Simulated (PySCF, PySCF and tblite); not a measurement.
One step of a conformer study of C5H2N2O2, numbered as in [N:1]#[C:2]/[CH:3]=[C:4](\[C:5]#[N:6])[C:7](=[O:8])[OH:9]: PBE0/def2-SVP single-point energy, IEF-PCM methanol (PySCF); conformer with 180°, 0°.

Torsions listed: C3–C4–C7–O9, O8–C7–O9–H9.

Input:

```
{"job": {"xc": "PBE0", "basis": "def2-SVP", "solvent": "methanol", "kind": "sp"}, "charge": 0, "multiplicity": 1}
N      3.514519    -0.235486    -0.036632
C      2.394235    -0.478229    -0.043553
C      1.027759    -0.802826    -0.053477
C      0.040098     0.112193     0.003705
C      0.277435     1.503744     0.081123
N      0.461014     2.632153     0.144020
C     -1.382378    -0.355520    -0.014287
O     -1.695429    -1.513582    -0.076661
O     -2.241842     0.655146     0.046515
H      0.769793    -1.854406    -0.111326
H     -3.159780     0.339486     0.034608
```

Launched as:

```sh
OMP_NUM_THREADS=1 python ens_run.py task.json out
```

Output (atoms count from 0 there):

```
coarse grid: 10968 points
cycle   1  E = -450.5334313114  dE =  1.721e+00  |g| = 1.004e+00  |ddm| = 4.326e+00
cycle   2  E = -449.9209472413  dE =  6.125e-01  |g| = 1.989e+00  |ddm| = 3.105e+00
cycle   3  E = -450.7264601539  dE = -8.055e-01  |g| = 2.660e-01  |ddm| = 2.266e+00
cycle   4  E = -450.7391046284  dE = -1.264e-02  |g| = 9.227e-02  |ddm| = 2.806e-01
cycle   5  E = -450.7407004935  dE = -1.596e-03  |g| = 1.994e-02  |ddm| = 7.287e-02
cycle   6  E = -450.7407657885  dE = -6.529e-05  |g| = 1.004e-02  |ddm| = 2.324e-02
cycle   7  E = -450.7407865043  dE = -2.072e-05  |g| = 2.110e-03  |ddm| = 8.898e-03
cycle   8  E = -450.7407873703  dE = -8.660e-07  |g| = 6.169e-04  |ddm| = 2.647e-03
final grid: 111184 points
cycle   9  E = -450.8106823881  dE = -1.368e-05  |g| = 9.239e-03  |ddm| = 4.400e-02
cycle  10  E = -450.8106572064  dE =  2.518e-05  |g| = 1.491e-02  |ddm| = 2.437e-02
cycle  11  E = -450.8106986407  dE = -4.143e-05  |g| = 1.799e-03  |ddm| = 1.503e-02
cycle  12  E = -450.8106992563  dE = -6.156e-07  |g| = 3.872e-04  |ddm| = 1.707e-03
cycle  13  E = -450.8106992857  dE = -2.937e-08  |g| = 1.157e-04  |ddm| = 4.244e-04
cycle  14  E = -450.8106992878  dE = -2.097e-09  |g| = 7.116e-05  |ddm| = 1.364e-04
cycle  15  E = -450.8106992888  dE = -1.066e-09  |g| = 1.181e-05  |ddm| = 6.370e-05
cycle  16  E = -450.8106992889  dE = -2.615e-11  |g| = 4.381e-06  |ddm| = 1.486e-05
converged SCF energy = -450.8106992889
```

It took 7.2 s on 1 thread of Arm Neoverse V1, on a host shared with other jobs (rough), peak memory 0.64 GiB, launched as `OMP_NUM_THREADS=1 python ens_run.py task.json out`.
